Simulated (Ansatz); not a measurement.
Consider the formal exchange of groups at a C–Sn bond: `C=C[CH2][SnH3]` + `[F][AlH][F]` → `C=C[CH2][Al]([F])[F]` + `[SnH4]`.

Isolated molecules relaxed with PBE0-D4/def2-TZVP in Ansatz; ΔE leaves out vibrations. CCSD(T)/CBS adds triple-zeta CCSD(T) − MP2 to the extrapolated MP2 energy (def2 sets, frozen cores). This one scheme is used for every species. Elements past krypton have def2 core potentials. For Sn outer-core shells are correlated without core-valence functions, which leaves a few kJ/mol of doubt a bond. One conformer a species, not always the lowest.

`C=C[CH2][SnH3]`:

Cartesian coordinates in Å:
```
C -0.665 -1.890 -0.639
C 0.321 -1.004 -0.541
C 0.607 -0.159 0.641
Sn -0.073 1.868 0.302
H -1.342 -2.080 0.188
H -0.826 -2.455 -1.550
H 0.968 -0.851 -1.404
H 1.677 -0.099 0.850
H 0.099 -0.525 1.536
H -1.776 1.860 0.186
H 0.596 2.449 -1.159
H 0.414 2.884 1.590
```

`[F][AlH][F]`:

```xyz
4

F    -0.502   -0.266    1.520
Al   -0.004    0.029   -0.013
F     0.689   -1.200   -0.847
H    -0.183    1.437   -0.659
```

`C=C[CH2][Al]([F])[F]`:

```xyz
11

C     0.495   -0.172    1.406
C    -0.551   -0.451    0.611
C    -0.455   -0.823   -0.830
Al    0.218    0.980   -1.043
F    -0.782    2.284   -1.109
F     1.833    1.246   -1.221
H     0.349    0.201    2.411
H     1.520   -0.349    1.088
H    -1.549   -0.244    0.994
H    -1.402   -1.117   -1.271
H     0.327   -1.555   -1.036
```

`[SnH4]`:

Cartesian coordinates in Å:
```
Sn 0.000 0.000 0.000
H 0.174 -0.878 -1.449
H -1.144 -0.773 0.998
H -0.530 1.580 -0.354
H 1.500 0.071 0.805
```

```tsv
level	ΔE (kcal/mol)
CCSD(T)/def2-TZVPP	-3.5
HF/def2-QZVPP	-2.6
```

(1) What does CCSD(T)/CBS give? (Estimate.)

Largest T1 diagnostic among the species: 0.013.

Results:

(1) The calculation gave: -2.4 kcal/mol. The listed levels differ from it by -1.1, -0.2 kcal/mol.

From BLYP to BHLYP (50 % exact exchange), in def2-TZVPP and without D4, ΔE moves by −1.4 kcal/mol. At CCSD(T), def2-SVP lies −2.7 kcal/mol from the extrapolated value and def2-TZVPP −1.2 kcal/mol. Leaving LDA and LC-ωPBE aside and taking each functional with its dispersion term where it has one, the values, not all of them listed here, spread over 4.7 kcal/mol, from r2SCAN-D4 to BLYP-D4. LDA lies −2.7 kcal/mol from PBE without D4.
